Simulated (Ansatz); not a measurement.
C5H13AlO (SMILES CC(C)[O][Al]([CH3])[CH3]), singlet, at a GFN2-xTB geometry (such geometries of metal compounds can be far from the true shape); R2SCAN/3-21G in Ansatz (a first-principles code).

Here is a job for Ansatz.
Ansatz 0.2 input:
```yaml
crystal:
  periodic: [false, false, false]
  atoms:
    - {symbol: Al, position_ang: [-0.09792000, 0.50141924, 1.18315613]}
    - {symbol: C, position_ang: [-0.80551154, -0.68509344, 2.63031368]}
    - {symbol: H, position_ang: [-1.70087429, -1.22275385, 2.30551218]}
    - {symbol: H, position_ang: [-1.06728339, -0.13809615, 3.53712470]}
    - {symbol: H, position_ang: [-0.07732687, -1.45061954, 2.91301206]}
    - {symbol: C, position_ang: [0.16092902, 2.47864507, 1.34635718]}
    - {symbol: H, position_ang: [1.20598460, 2.76089778, 1.18984149]}
    - {symbol: H, position_ang: [-0.13549367, 2.86543267, 2.32241152]}
    - {symbol: H, position_ang: [-0.41657519, 3.02219174, 0.59309319]}
    - {symbol: O, position_ang: [0.32197567, -0.20914425, -0.24662367]}
    - {symbol: C, position_ang: [0.57727883, -0.78671879, -1.48968187]}
    - {symbol: C, position_ang: [0.40900217, 0.25571812, -2.59394843]}
    - {symbol: C, position_ang: [-0.35434283, -1.97690219, -1.71322839]}
    - {symbol: H, position_ang: [1.61882108, -1.14356193, -1.49146852]}
    - {symbol: H, position_ang: [-0.61791606, 0.61489941, -2.60174635]}
    - {symbol: H, position_ang: [0.64587025, -0.17546140, -3.56314641]}
    - {symbol: H, position_ang: [1.06893275, 1.09920765, -2.40620809]}
    - {symbol: H, position_ang: [-0.22974159, -2.69695160, -0.90810866]}
    - {symbol: H, position_ang: [-1.38727974, -1.63525927, -1.71514579]}
    - {symbol: H, position_ang: [-0.13409727, -2.45911436, -2.66208438]}
basis:
  gaussian:
    orbitals: 3-21G.json
    symmetry_tolerance_ang: 0.01
hamiltonian:
  xc: r2scan
```
The basis file holds 3-21G in the JSON format of the Basis Set Exchange.

Predict the main parts of the log of this Ansatz run.


```
Functional definition: r2SCAN
1308 factors; their error is unknown
mean field evaluation 1: about -13946.3375 eV, gradient 8.3e1 eV
mean field evaluation 2: about -13928.7662 eV, gradient 1.2e2 eV
mean field evaluation 4: about -13961.0549 eV, gradient 3.6e0 eV
mean field evaluation 8: about -13960.9219 eV, gradient 2.6e-1 eV
mean field evaluation 16: about -13960.9221 eV, gradient 1.2e-5 eV
a density is far from that of the atoms, so the factors are made again for it
1210 factors; integrals over basis functions are off by at most 7.3e-5 eV
mean field -13960.91953229 eV, -513.0543297607 hartree, gradient 2.5e-5 eV, S^2 0.000000; 0 other end points of the search recorded, 0 dependent functions left out
reference -13960.91954369 eV, -513.0543301795 hartree; 32, 32 occupied and 61, 61 virtual orbitals, 1210 factors
Total energy: -13960.91954369 eV, -513.0543301795 hartree
```
